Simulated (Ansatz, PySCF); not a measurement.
Process, species as SMILES: C[Si](C)(C)F -> F[Si](C)(C)[CH2] + H atom (the C-H bond breaks)

Wanted: bond dissociation energy (electronic), in kcal/mol. Set-up: frozen cores in correlated levels; no spin-orbit coupling; UHF or UKS for open shells; non-relativistic; dispersion terms only where a functional's name holds one. Basis-set limits of correlation are two-point, X^-3; Hartree-Fock from the larger set. Ab initio and DFT rows: single points at B3LYP-D3(BJ) geometries (Ansatz, a first-principles code).

| species | coefficient | E at BP86/def2-SVP (PySCF), Eh | E at B3LYP/def2-TZVPD (Ansatz), Eh |
|---|---|---|---|
| C[Si](C)(C)F | -1 | -508.92774 | -509.31306 |
| [CH2][Si](C)(C)F | +1 | -508.25638 | -508.64165 |
| H atom | +1 | -0.49913 | -0.50215 |

Coupled cluster (Ansatz) is a level with limits of its own, used here on species with T1 under 0.025 (0.045 for open shells) and stable references: CCSD(T)/CBS(cc-pV(T+d)Z,cc-pV(Q+d)Z). Value to compare with, CCSD(T)/CBS(cc-pV(T+d)Z,cc-pV(Q+d)Z) (Ansatz): 108.9 kcal/mol. 1 Eh = 627.5095 kcal/mol.

Task: Work the quantity out at each level, and compare with CCSD(T)/CBS(cc-pV(T+d)Z,cc-pV(Q+d)Z) (Ansatz).

Result: 
- BP86/def2-SVP: the sum of coefficient times E is 0.17223 Eh, or 108.08 kcal/mol. Result: 108.1 kcal/mol. Its difference against CCSD(T)/CBS(cc-pV(T+d)Z,cc-pV(Q+d)Z) (Ansatz) is -0.8 kcal/mol.
- B3LYP/def2-TZVPD: the sum of coefficient times E is 0.16926 Eh, or 106.21 kcal/mol. Result: 106.2 kcal/mol. Its difference against CCSD(T)/CBS(cc-pV(T+d)Z,cc-pV(Q+d)Z) (Ansatz) is -2.7 kcal/mol.
